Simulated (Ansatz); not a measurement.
Reactions of C₃H₆F₂O (`CCC(O)(F)F`).

Calculated with Ansatz (gas phase, PBE0-D4/def2-TZVP geometries, no zero-point term in ΔE). CCSD(T)/CBS adds triple-zeta CCSD(T) − MP2 to the extrapolated MP2 energy (def2 sets, frozen cores). def2 core potentials past Kr. For In outer-core shells are correlated without core-valence functions, which leaves a few kJ/mol of doubt a bond. Each species was taken in one conformer, which may not be the lowest.

(1) Order these by ΔE at CCSD(T)/CBS, lowest first. (Estimate.)
A. `CCC(O)(F)F` + `[OH][AlH][CH2]F` → `C[O][AlH][CH2]F` + `CC(O)(F)F`
B. `CCC(O)(F)F` + `BC=C` → `BC(=C)CC` + `OC(F)F`
C. `CCC(O)(F)F` + `[OH][In]([F])[F]` → `CC[O][In]([F])[F]` + `OC(F)F`
D. `CCC(O)(F)F` + `C[Si]N` → `CC[Si]N` + `CC(O)(F)F`

Largest T1 diagnostic: 0.018, for `[OH][In]([F])[F]`.

Results:

(1) D (+10.5 kJ/mol), B (+21.8 kJ/mol), A (+62.0 kJ/mol), C (+72.9 kJ/mol).
